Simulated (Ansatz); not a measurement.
C₃H₁₁NSi (`C[SiH2]N(C)C`), relaxed with RKS PBE0-D4/def2-TZVP in Ansatz 0.2.0 from a PBE-D4/def2-SVP geometry. The force threshold is 0.005 eV/Å; the program also tests the step.

Charge 0, multiplicity 1.

Start:

```xyz
16

C     2.201   -0.493    0.657
Si    0.797   -0.733   -0.579
N    -0.553    0.325   -0.199
C    -1.507    0.700   -1.225
C    -1.087    0.395    1.146
H     1.921   -0.834    1.674
H     3.083   -1.086    0.341
H     2.497    0.574    0.713
H     0.447   -2.211   -0.601
H     1.228   -0.357   -1.972
H    -1.891    1.732   -1.049
H    -1.027    0.690   -2.225
H    -2.399    0.025   -1.272
H    -0.305    0.164    1.898
H    -1.465    1.420    1.371
H    -1.940   -0.311    1.322
```

```csv
step,energy (eV),largest force (eV/Å),largest move (Å)
1,-12651.7274,0.522,0.000
2,-12651.7918,0.263,0.035
3,-12651.7999,0.065,0.015
4,-12651.8001,0.013,0.003
5,-12651.8001,0.007,0.004
6,-12651.8002,0.016,0.007
7,-12651.8002,0.013,0.014
8,-12651.8002,0.005,0.009
```

End:

```xyz
16

C     2.172   -0.495    0.659
Si    0.793   -0.703   -0.580
N    -0.536    0.326   -0.201
C    -1.501    0.678   -1.214
C    -1.069    0.403    1.137
H     1.888   -0.856    1.650
H     3.040   -1.077    0.338
H     2.472    0.551    0.744
H     0.439   -2.160   -0.627
H     1.232   -0.319   -1.950
H    -1.873    1.698   -1.051
H    -1.043    0.645   -2.204
H    -2.374    0.007   -1.222
H    -0.296    0.181    1.876
H    -1.440    1.415    1.344
H    -1.905   -0.294    1.303
```

It took 17 s on 2 threads of an AMD EPYC 7R13 on a shared host and a share of an NVIDIA H100 80 GB, with 0.85 GiB of host memory at the peak.
